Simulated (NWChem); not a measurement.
System: CH$_{5}$F$_{2}$NSi; SMILES N[Si@@H](F)CF

```xyz
10

N     -1.6079     0.6583     0.1188
Si     0.0271     0.4848    -0.3220
F      1.0282     1.5728     0.3786
C      0.6997    -1.1697     0.2878
F      0.0127    -2.2186    -0.2873
H     -1.9661     0.3949     1.0287
H     -2.2378     1.2788    -0.3742
H      0.1379     0.6795    -1.7892
H      0.6174    -1.2385     1.3890
H      1.7745    -1.2621     0.0487
```
Atoms are numbered in this order, from 1.

Program: NWChem. The geometry was optimised at PBE0/def2-SVP. Level: PBE0/def2-SVP with SMD (1 M gas to 1 M solution), gas-phase geometry. Reactions with the solvent are ignored.

Task: Estimate the computed values for solvent toluene. Quantities: solvation free energy (kcal/mol); cavity-dispersion-structure term (kcal/mol); dipole in solution (D).

Result: 
- solvation free energy (kcal/mol) = -3.2
- cavity-dispersion-structure term (kcal/mol) = 0.9
- dipole in solution (D) = 1.80
